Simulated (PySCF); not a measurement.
Unknown compound

Molecular formula: C8H7ClO. Simulated spectra:

$^{1}$H NMR (300 MHz, computed): δ 8.89 (d, 1H), 7.82 (m, 1H), 7.66 (m, 1H), 7.60 (d, 1H), 2.82 (s, 3H).

$^{13}$C{$^{1}$H} NMR (computed): δ 176.6 (C), 152.4 (C), 143.7 (CH), 141.3 (CH), 136.7 (CH), 133.6 (C), 131.6 (CH), 27.2 (CH3).

[PySCF: coordinates at the GFN2-xTB level; NMR shieldings at PBE0/pcSseg-1/GIAO; no relativistic terms; one conformer; no solvent model; rapidly exchanging positions averaged]

Referencing at the same level of theory: $^{1}$H (31.72 ppm), $^{13}$C (186.93 ppm) vs TMS.

Question: Propose a structure and justify it.

Answer: 
- Rings plus π bonds: 5 (1 ring in the answer).
- 8 carbon signals for 8 carbons: no two carbons are equivalent.
- Carbon types of the structure: 3 × C, 4 × CH, 1 × CH3, which accounts for all hydrogens.
- δC 176.6: carbonyl carbon.
- δC 152.4, 133.6: substituted aromatic carbon.
- δC 143.7, 141.3, 136.7, 131.6: aromatic CH.
- δC 27.2: methyl carbon on an aromatic ring; saturated and bonded to C and H only.
- δH 8.89, 7.82, 7.66, 7.60: hydrogen on an aromatic CH.
- δH 2.82: hydrogen on a methyl carbon on an aromatic ring; benzylic-type position, deshielded by the ring.

These data were computed for o-toluoyl chloride.

The shifts were computed for this structure.

Carbons that carry Cl, above all several Cl atoms, come out too deshielded, partly because spin–orbit coupling is missing. Shifts are as computed. Against solution values, carbons near 30 ppm lie about +3 ppm off and those near 130 ppm about +5 ppm; carbons on Cl a further +6 ppm. Of 1211 compounds with measured shifts, 218 miss one by over three times the rms of a fit or turn the order of signals round; such compounds aren't used in these exercises. Multiplicities follow the n + 1 count of equivalent neighbours, as no J values were calculated; m marks all less simple cases, F and P coupling included.
